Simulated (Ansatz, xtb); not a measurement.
**Relative energy of two isomers of C8H4**

Structure a is `C#CC#C/C=C\C#C`, a singlet and structure b is `C#CC#CC#CC=C`, a singlet. Both are isolated molecules in the gas phase, relaxed with PBE-D3(BJ)/def2-SVP.

Energies in hartree; the thermal terms are from GFN2-xTB frequencies at re-optimised GFN2-xTB minima (ideal gas, soft modes damped towards free rotors, one conformer each, 298.15 K, 1 atm) and include the zero-point energy:

```
                              a           b
E, CCSD(T)/def2-SVP  −305.921490  −305.928085
    E, MP2/def2-SVP  −305.836815  −305.845791
  E, MP2/def2-TZVPP  −306.377123  −306.384505
  zero-point energy     0.077715     0.077898
       H(298 K) − E     0.087532     0.087998
       G(298 K) − E     0.044203     0.044447
```

Problem. Correct the CCSD(T) difference for the basis set by the MP2 change, then work out ΔE, ΔE₀, ΔH and ΔG for a → b in kcal/mol (1 Eh = 627.51 kcal/mol) and the equilibrium ratio [b]/[a].

Solution. 1. Differences b − a: CCSD(T) −0.006595, MP2 in the small set −0.008976, MP2 in the large set −0.007382 Eh.
2. ΔE = −0.006595 + (−0.007382 − (−0.008976)) = −0.005001 Eh = −3.14 kcal/mol.
3. ΔE₀ = ΔE + ΔZPE = −0.005001 + (+0.000183) Eh = −3.02 kcal/mol.
4. ΔH = ΔE + (+0.000466) Eh = −2.85 kcal/mol.
5. ΔG = ΔE + (+0.000244) Eh = −2.99 kcal/mol, so ΔS = (ΔH − ΔG)/T = +2.0 J/(mol K).
6. kT = 0.9442 mEh, so K = [b]/[a] = exp(−ΔG/kT) = exp(+5.04) ≈ 150.

Structure b is favoured at this temperature. An error of 1 kcal/mol in ΔG would change K by a factor of 5.4. Mirror images and further conformers aren't counted.

As drawn, both hold the same kinds of bond in the same numbers.

Other levels gave ΔE = −4.1 (GFN2-xTB); −4.9 (HF/STO-3G, GFN2-xTB geometries); −8.1 (r2SCAN-D4/def2-SVP, GFN2-xTB geometries); −8.4 (PBE-D3(BJ)/def2-SVP); −2.2 (HF/def2-SVP); −5.6 (MP2/def2-SVP); −4.1 (CCSD(T)/def2-SVP) kcal/mol. The correlated steps freeze 8 core orbitals. Programs: Ansatz 0.2.0, xtb 6.7.1.
